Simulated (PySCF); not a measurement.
Mo(O)2(Me)(SH) (CH₄MoO₂S), SMILES [CH3][Mo](=[O])(=[O])[SH], multiplicity 1. Atoms are numbered in the order given.

```xyz
9

Mo     0.2657    -0.0186    -0.1122
O      1.4733     0.9323     0.6074
O      0.8786    -1.5159    -0.6215
C     -0.3075     1.0048    -1.8623
H     -0.6950     2.0094    -1.5928
H     -1.0928     0.4226    -2.3878
H      0.5667     1.1242    -2.5355
S     -1.5960    -0.3129     1.2864
H     -1.3744     0.8706     1.9326
```

Coordinates come from a PBE-D3(BJ)/def2-SVP optimisation. The multiplicity is an assumed one; no other spin state was optimised. The structure was generated by enumeration; whether it is a known compound was not checked. The def2 effective core potentials stand for the cores of Mo; spin–orbit coupling is left out. The values are those of a single conformer.

Computed with PySCF with PBE-D3(BJ)/def2-SVP.

Frequencies are harmonic and unscaled.

Computed normal modes with their intensities:
```csv
mode,ν (cm⁻¹),IR (km/mol),moving atoms (share of kinetic energy)
1,134,2.3,"C 34 %, S 27 %, H 18 %, Mo 13 %"
2,149,0.4,"H 66 %, O 14 %, S 12 %"
3,162,1.4,"O 40 %, H 37 %, S 11 %, Mo 11 %"
4,193,2.0,"O 45 %, H 27 %, C 23 %"
5,218,5.4,"O 60 %, S 12 %, Mo 11 %, C 9 %, H 8 %"
6,291,9.6,"H 77 %, O 17 %"
7,305,9.3,"O 67 %, S 15 %, H 12 %"
8,407,18.9,"S 49 %, Mo 30 %, O 16 %"
9,544,37.9,"C 63 %, H 22 %, Mo 14 %"
10,578,16.8,H 92 %
11,601,10.1,"H 75 %, C 19 %"
12,638,1.8,"H 79 %, C 18 %"
13,990,143.6,"O 79 %, Mo 20 %"
14,1004,78.2,"O 89 %, Mo 11 %"
15,1137,2.9,"H 79 %, C 21 %"
16,1338,14.4,H 94 %
17,1347,9.6,H 95 %
18,2598,6.4,H 97 %
19,2960,4.5,H 98 %
20,3073,0.1,"H 91 %, C 9 %"
21,3076,0.2,"H 90 %, C 10 %"
```
